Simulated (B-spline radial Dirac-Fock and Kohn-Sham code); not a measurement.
# Auger parameter of cobalt: the L3 level and its strongest L3-MM line

Level of theory: Dirac-Fock ΔSCF + Breit + QED; a radial finite-basis atomic code. The modified Auger parameter α′ is the binding energy plus the kinetic energy of the Auger electron; it does not depend on the energy zero. For free ions it tends to fall with charge, since less charge screens the final holes.

| species | configuration | binding 2p3/2 (eV) | Auger line | kinetic (eV) | α′ (eV) |
| --- | --- | --- | --- | --- | --- |
| Co | [Ar] 3d7 4s2 | 794.1 | M3M3 J=2 | 625.4 | 1419.6 |
| Co | [Ar] 3d8 4s1 | 786.4 | M3M3 J=2 | 630.6 | 1417.0 |
| Co⁺ | [Ar] 3d8 | 795.6 | M3M3 J=2 | 619.4 | 1415.1 |
| Co⁺ (Watson 2.2 Å) | [Ar] 3d8 | 789.1 | M3M3 J=2 | 626.0 | 1415.1 |
| Co²⁺ | [Ar] 3d7 | 815.1 | M3M3 J=2 | 601.7 | 1416.8 |
| Co²⁺ | [Ar] 3d5 4s2 | 836.7 | M3M3 J=2 | 591.3 | 1428.0 |
| Co²⁺ (Watson 2.2 Å) | [Ar] 3d7 | 802.0 | M3M3 J=2 | 614.8 | 1416.8 |
| Co³⁺ | [Ar] 3d6 | 838.1 | M3M3 J=2 | 582.9 | 1421.1 |
| Co³⁺ | [Ar] 3d4 4s2 | 863.0 | M3M3 J=2 | 572.8 | 1435.8 |
| Co³⁺ | [Ar] 3d5 4s1 | 849.9 | M3M3 J=2 | 577.7 | 1427.7 |
| Co³⁺ (Watson 2.4 Å) | [Ar] 3d6 | 820.1 | M3M3 J=2 | 600.9 | 1421.1 |
| Co⁴⁺ | [Ar] 3d5 | 864.3 | M3M3 J=2 | 563.5 | 1427.8 |
| Co⁵⁺ | [Ar] 3d4 | 893.4 | M3M3 J=2 | 543.4 | 1436.9 |
| Co⁵⁺ (Watson 2.7 Å) | [Ar] 3d4 | 866.8 | M3M3 J=2 | 570.1 | 1436.9 |
| Co⁶⁺ | [Ar] 3d3 | 925.3 | M3M3 J=2 | 522.9 | 1448.2 |
| Co⁷⁺ | [Ar] 3d2 | 959.7 | M3M3 J=2 | 501.9 | 1461.6 |

Values without a named source are computed, but for edge energies of neutral atoms, which are taken from tables.
